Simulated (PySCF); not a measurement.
C4H7FSe.
SMILES: `C[C@@]1(F)CC[Se]1`

The closed-shell SCF was solved with PySCF and density fitting under several settings on one GFN2-xTB geometry (grid level 2 and gas phase unless stated).

| settings | basis functions | SCF cycles | E (Eh) | HOMO (eV) | LUMO (eV) | dipole (D) |
| --- | --- | --- | --- | --- | --- | --- |
| BLYP/def2-SVPD, IEF-PCM benzene, grid level 1 | 200 | 11 | -2657.4892 | -5.06 | -1.62 | 2.89 |
| PBE0/def2-SVPD, start guess sap | 200 | 16 | -2656.9880 | -6.37 | -0.88 | 2.58 |

Task: Estimate the row for these settings: LDA/6-31G*.

Result: 
```
  settings  basis functions  SCF cycles      E (Eh)  HOMO (eV)  LUMO (eV)  dipole (D)
LDA/6-31G*              116          12  -2652.2009      -5.03      -1.56        2.55
```

Task: Over all rows, what range does the HOMO–LUMO gap span?

Result: From 3.44 eV (BLYP/def2-SVPD, IEF-PCM benzene, grid level 1) to 5.49 eV (PBE0/def2-SVPD, start guess sap). The functional of the narrowest has no exact exchange, that of the widest 25 % exact exchange.

Task: And the dipole moment?

Result: From 2.55 D (LDA/6-31G*) to 2.89 D (BLYP/def2-SVPD, IEF-PCM benzene, grid level 1); the largest is 1.13 times the smallest, and the median is 2.58 D.

Cycle counts include a coarse-grid stage where the run had one. All basis functions are spherical, in the Pople sets too. The structure is a single GFN2-xTB conformer; no vibrational corrections.
